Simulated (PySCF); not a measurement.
# Magnetic susceptibility: `CC(C)c1ncc[nH]1`, C6H10N2

Geometry:
| atom | x (Å) | y (Å) | z (Å) |
| --- | --- | --- | --- |
| C1 | -1.553 | 1.145 | -0.627 |
| C2 | -0.958 | 0.239 | 0.454 |
| C3 | -1.596 | -1.152 | 0.413 |
| C4 | 0.525 | 0.146 | 0.310 |
| N5 | 1.397 | 0.532 | 1.203 |
| C6 | 2.623 | 0.272 | 0.678 |
| C7 | 2.493 | -0.283 | -0.560 |
| N8 | 1.147 | -0.360 | -0.788 |
| H9 | -2.624 | 1.257 | -0.474 |
| H10 | -1.393 | 0.726 | -1.618 |
| H11 | -1.095 | 2.131 | -0.590 |
| H12 | -1.143 | 0.686 | 1.435 |
| H13 | -1.438 | -1.624 | -0.555 |
| H14 | -1.167 | -1.788 | 1.183 |
| H15 | -2.667 | -1.077 | 0.584 |
| H16 | 3.516 | 0.502 | 1.224 |
| H17 | 3.215 | -0.620 | -1.275 |
| H18 | 0.709 | -0.726 | -1.617 |

Method: GIAO HF/pcSseg-1 magnetisability, rotational g tensor and spin-rotation constants, non-relativistic, gas phase in PySCF 2.14.0. Geometry: GFN2-xTB.

What are the magnetisability and the molar susceptibility?

Isotropic -1363 × 10⁻³⁰ J/T², or -82.1 × 10⁻⁶ cm³/mol; principal values -1843, -1173, -1073 × 10⁻³⁰ J/T², anisotropy 725 × 10⁻³⁰ J/T² (root of half the summed squared differences of the principal values). The susceptibility is in cgs units.

Split it along the inertial axes a, b, c into diamagnetic and paramagnetic parts about the centre of mass, with the quadrupole moment.


```
axis  χ (10⁻⁶ cm³/mol)  diamagnetic (10⁻⁶ cm³/mol)  paramagnetic (10⁻⁶ cm³/mol)  summed x² of all electrons (Å²)  quadrupole Θ (D Å)
   a             -70.4                      -394.8                        324.4                            184.7               +4.95
   b             -64.9                      -978.2                        913.3                             47.2               +0.19
   c            -111.0                      -984.0                        873.0                             45.9               -5.13
```
Anisotropies 2χaa − χbb − χcc = +35.2 and 2χbb − χaa − χcc = +51.6 × 10⁻⁶ cm³/mol. Θ is traceless in Buckingham's convention.

And the rotational g tensor?


| axis | rotational constant (GHz) | g | nuclear part | electronic part |
| --- | --- | --- | --- | --- |
| a | 4.3830 | -0.0393 | 0.6287 | -0.6680 |
| b | 1.4272 | -0.0146 | 0.5978 | -0.6124 |
| c | 1.3995 | +0.0181 | 0.5920 | -0.5739 |

Asymmetric top; isotopes 12C, 1H, 14N; no vibrational averaging.
